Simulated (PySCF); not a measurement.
Structure problem from calculated spectra and properties.

Elements present: C, H, O and Si. Monoisotopic mass: 120.0607 u.

* 1H NMR: chemical shifts (computed TMS as zero) by class: 5.14 (2 H), 3.88 (4 H), 1.27 (6 H) ppm [GIAO KT2/pcSseg-1]
* XPS: Si2p3/2 107.5, C1s 290.7 (×2), C1s 292.3 (×2), O1s 537.9 (×2), Si1s 1847.6 eV [ΔSCF SCAN, pcX-2 on the ionised atom, pcseg-1 elsewhere, spin-free X2C, 2p3/2 from a spin–orbit splitting computed afterwards within the 2p shell]
* 13C NMR: chemical shifts (computed TMS as zero) by class: 60.6 (2 C), 20.1 (2 C) ppm [GIAO KT2/pcSseg-1]
* Triplet: lowest triplet excitation (Tamm–Dancoff): 6.91 eV [TDA CAM-B3LYP/def2-SVPD]
* NMR, other nuclei: isotropic shieldings of nuclei other than C and H, by class: 275 (2 O), 384 (1 Si) ppm [GIAO KT2/pcSseg-1]
* Dipole: 1.30 D [CAM-B3LYP/def2-SVPD]
* UV, first state: lowest singlet excitation: 7.25 eV (171 nm, f = 0.000) [TDDFT CAM-B3LYP/def2-SVPD]
* Rotational structure: rotational constants A, B, C: 6.799, 0.771, 0.711 GHz [PBE0-D3(BJ)/def2-SVP]

Gas-phase values; electronic properties from PySCF, density fitting. Levels stand in brackets. One conformer (not necessarily the lowest) at the PBE0-D3(BJ)/def2-SVP geometry, without solvent, vibrations or thermal averaging. NMR values are class means; diastereotopic atoms form classes of their own.

**Question.** Which formula fits the mass and the elements?

**Answer.** C4H12O2Si (calculated 120.0607). No other formula that holds each of these elements comes within 0.0003 u with a fitting electron parity and a possible valence count.

**Question.** Propose a structure and show how it fits.

**Answer.** 4 carbons fall into 2 classes; from least to most shielded: carbon bonded to C, O and 2 H (60.6 ppm, 2 C), carbon bonded to C and 3 H (20.1 ppm, 2 C). Hydrogen classes from least to most shielded: 2 H on a silicon bonded to 2 O and 2 H (5.14 ppm), 4 H on 2 like atoms (carbon bonded to C, O and 2 H) (3.88 ppm), 6 H on 2 like atoms (carbon bonded to C and 3 H) (1.27 ppm). The other shieldings belong to: 275 ppm, oxygen bonded to C and Si; 384 ppm, silicon bonded to 2 O and 2 H. The core levels belong to: Si2p3/2 107.5 eV, silicon bonded to 2 O and 2 H; C1s 290.7 eV, carbon bonded to C and 3 H; C1s 292.3 eV, carbon bonded to C, O and 2 H; O1s 537.9 eV, oxygen bonded to C and Si; Si1s 1847.6 eV, silicon bonded to 2 O and 2 H. One atom of each topological class was ionised and stands for its class. By its constants the optimised geometry is an asymmetric top. Structure: `[H][Si]([H])(OCC)OCC` (Si(OEt)2H2). Computed isomers that give other values at the same levels: `CO[Si](C)(C)OC` (rotational constant A: 2.378 GHz; this holds for the one conformer computed). The assignments are read from this structure; whether some other isomer fits the data as well wasn't checked.
